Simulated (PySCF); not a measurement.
# Fine-structure interval of Pd²⁹⁺ by level of theory

Pd²⁹⁺ [Ne] 3s2 3p5 [3p1/2^2 3p3/2^3, M_J = 3/2] → Pd²⁹⁺ [Ne] 3s2 3p5 [3p1/2^1 3p3/2^4, M_J = 1/2], as a difference of total energies. Computed with PySCF 2.14 in an uncontracted even-tempered set (19 s from 4.6 bohr⁻², ratio 2.4; 14 p from 6 bohr⁻², ratio 2.4; 5 d from 25 bohr⁻², ratio 2.6; 4 f from 37 bohr⁻², ratio 2.6), with the two-component X2C-1e Hamiltonian. Correlated levels: 1s2 frozen; the 56 highest virtual spinors dropped. "Screened" scales the spin-orbit matrix elements by Boettger's factors to mimic the two-electron term; Breit and QED terms are absent.

```csv
method,fine-structure interval (cm⁻¹)
GHF (screened spin-orbit),297770
GMP2 (screened spin-orbit),299070
GHF (bare spin-orbit),311840
```
